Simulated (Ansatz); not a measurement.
C3H3N, SMILES `C#C[C]N` (excited triplet) (charge 0, multiplicity 3). This triplet is an excited state, 1.00 eV above the relaxed singlet at the level B3LYP/cc-pVTZ // PBE0-D3(BJ)/def2-TZVP (Ansatz, a program for electronic structure).

Level of theory: LDA/cc-pVTZ // PBE0-D3(BJ)/def2-TZVP (Ansatz).

Ansatz 0.2 input:
```yaml
crystal:
  periodic: [false, false, false]
  atoms:
    - { symbol: C, position_ang: [2.132848, -0.349466, 0.610937] }
    - { symbol: C, position_ang: [0.906296, -0.078421, 0.32458] }
    - { symbol: C, position_ang: [-0.299873, 0.017611, -0.035853] }
    - { symbol: N, position_ang: [-1.611163, 0.265247, -0.020078] }
    - { symbol: H, position_ang: [3.110994, 0.054281, 0.785561] }
    - { symbol: H, position_ang: [-2.131578, 0.027493, -0.850408] }
    - { symbol: H, position_ang: [-2.107518, 0.063256, 0.837351] }
basis:
  gaussian: { orbitals: cc-pVTZ }
hamiltonian:
  xc: lda
magnetization:
  spin_polarized: true
  initial_magnetization: 2
```

Output:

```
Functional definition: SPW92
847 factors; their error is unknown
mean field evaluation 1: about -4594.8703 eV, gradient 4.8e1 eV
mean field evaluation 2: about -4583.5607 eV, gradient 6.6e1 eV
mean field evaluation 4: about -4604.2860 eV, gradient 1.3e1 eV
mean field evaluation 8: about -4605.1742 eV, gradient 1.7e-1 eV
mean field evaluation 16: about -4605.1618 eV, gradient 1.5e-4 eV
mean field -4605.16182306 eV, -169.2365755067 hartree, gradient 5.8e-5 eV, S^2 2.013778; 0 other end points of the search recorded, 0 dependent functions left out
reference -4605.16185262 eV, -169.2365765931 hartree; 15, 13 occupied and 147, 149 virtual orbitals, 847 factors
Total energy: -4605.16185262 eV, -169.2365765931 hartree
```
